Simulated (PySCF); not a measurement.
Two-component Hartree-Fock for Bi³⁸⁺ (bismuth, charge +38)

Start: [Kr] 4d9; 4d3/2 filled at m_j = -3/2, -1/2, +1/2, +3/2; 4d5/2 filled at m_j = -3/2, -1/2, +1/2, +3/2, +5/2. Calculated with PySCF 2.14 in an even-tempered Gaussian basis (16 s from 4.3 bohr⁻², ratio 2.8; 14 p from 5.6 bohr⁻², ratio 2.8; 9 d from 5.6 bohr⁻², ratio 2.8; 3 f from 26 bohr⁻², ratio 3): generalised Hartree-Fock with the X2C-1e Hamiltonian and a Gaussian nucleus; one run each with spin-orbit coupling (SO) switched off, then screened by Boettger's factors.

```
spinor shell  electrons  ε, spin-free (eV)  ε, screened SO (eV)  weight of nominal j (screened SO)  rms radius, screened SO (bohr)
       1s1/2          2           -92642.6             -92601.1                              1.000                          0.0178
       2s1/2          2           -18120.5             -18107.3                              1.000                          0.0719
       2p1/2          2           -15753.7             -17435.7                              1.000                          0.0607
       2p3/2          4           -15753.7             -15111.3                              1.000                          0.0691
       3s1/2          2            -5642.9              -5638.6                              1.000                           0.182
       3p1/2          2            -4954.5              -5339.3                              1.000                           0.174
       3p3/2          4            -4954.5              -4803.9                              1.000                           0.190
       3d3/2          4            -4255.9              -4322.8                              1.000                           0.166
       3d5/2          6            -4255.9              -4208.3                              1.000                           0.170
       4s1/2          2            -2388.7              -2387.3                              1.000                           0.377
       4p1/2          2            -2134.1              -2253.0                              1.000                           0.378
       4p3/2          4            -2134.1              -2086.4                              1.000                           0.409
       4d3/2          4            -1857.6              -1877.2                              0.997                           0.396
       4d5/2          5            -1857.6              -1843.5                              0.998                           0.404
```

```json
{"quantity": "E (hartree)", "spin-free": "-20669.00326", "screened SO": "-20710.74969"}
{"quantity": "M_J", "spin-free": "5/2", "screened SO": "5/2"}
{"quantity": "⟨J²⟩", "spin-free": "8.750", "screened SO": "8.750"}
{"quantity": "⟨L²⟩", "spin-free": "6.000", "screened SO": "6.141"}
{"quantity": "⟨S²⟩", "spin-free": "0.750", "screened SO": "0.891"}
```

Each row is a mean over spinors that exchange with the open shell spreads, by up to 16.590 eV (4p3/2).

Breit and QED terms are absent; they matter most for the inner s and p1/2 levels.

Densities and radii are taken from the X2C orbitals without a picture-change correction, which distorts them close to the nucleus.

Without spin-orbit coupling the j labels of p, d and f shells carry no meaning; the spin-free column gives the mean over the occupied spinors of each nl shell.
